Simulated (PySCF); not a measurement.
C2F5, SMILES C(F)(F)([C](F)F)F, multiplicity 2. Coordinates come from a PBE-D3(BJ)/def2-SVP optimisation. The isomer is the one that the SMILES or the coordinates give; other isomers of the formula were not compared.

Computed equilibrium geometry at PBE-D3(BJ)/def2-SVP (PySCF confirms it by a frequency run) as a Z-matrix, and its point group:
point group Cs.
```
C
F 1 1.3432
F 1 1.3432 2 109.48
F 1 1.3563 2 108.02 3 117.40
C 1 1.5189 2 109.68 4 122.20
F 5 1.3276 1 114.60 2 174.07
F 5 1.3276 6 112.42 1 -133.15
```
Charge 0, spin multiplicity 2.
